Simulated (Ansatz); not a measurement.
[Er(NH3)6]3+ (ErN₆H₁₈³⁺), 25 atoms. Hardware: 4 threads of Intel Xeon on a shared host.

In the def2 sets Er takes a core potential; there is no spin–orbit coupling. Correlated methods freeze 10 core orbitals; core or outer-core shells of Er are correlated, in sets that lack core-valence functions. With an open 4f shell the SCF may have ended on a state above the lowest.

How many basis functions does each of these Ansatz runs have, and roughly what does it cost? PBE-D4/def2-SVP, charge 3 quartet, relaxation, 7 steps; PBE-D4/def2-SVP, charge 3 quartet, energy, from earlier orbitals; PBE-D4/def2-SVP, charge 3 quartet, energy with a search over starts; HSE06-D4/def2-TZVP, charge 3 quartet, energy, from earlier orbitals; MP2/def2-SVP, charge 3 quartet, energy, from earlier orbitals; PBE-D4/def2-TZVP, charge 3 quartet, energy, from earlier orbitals; PBE0-D4/def2-TZVP, charge 3 quartet, energy, from earlier orbitals; r2SCAN-D4/def2-TZVP, charge 3 quartet, energy and forces, from earlier orbitals; PBE0-D4/def2-SVP, charge 3 quartet, energy, from earlier orbitals.

Other jobs shared the machine, so times can vary by a factor of up to 3.

```tsv
run	functions	fitting or Cholesky vectors	wall time	peak host memory (GiB)
PBE-D4/def2-SVP, charge 3 quartet, energy, from earlier orbitals	254	2745	72 s	1.4
PBE-D4/def2-TZVP, charge 3 quartet, energy, from earlier orbitals	389	2453	94 s	2.4
PBE-D4/def2-SVP, charge 3 quartet, energy with a search over starts	254	2745	2.3 min	1.4
MP2/def2-SVP, charge 3 quartet, energy, from earlier orbitals	254	2375	2.5 min	1.6
PBE0-D4/def2-SVP, charge 3 quartet, energy, from earlier orbitals	254	2821	4.1 min	2.5
PBE-D4/def2-SVP, charge 3 quartet, relaxation, 7 steps	254	2745	5.2 min	1.4
HSE06-D4/def2-TZVP, charge 3 quartet, energy, from earlier orbitals	389	2686	5.5 min	3.1
r2SCAN-D4/def2-TZVP, charge 3 quartet, energy and forces, from earlier orbitals	389	2453	5.6 min	2.5
PBE0-D4/def2-TZVP, charge 3 quartet, energy, from earlier orbitals	389	2531	24 min	2.6
```
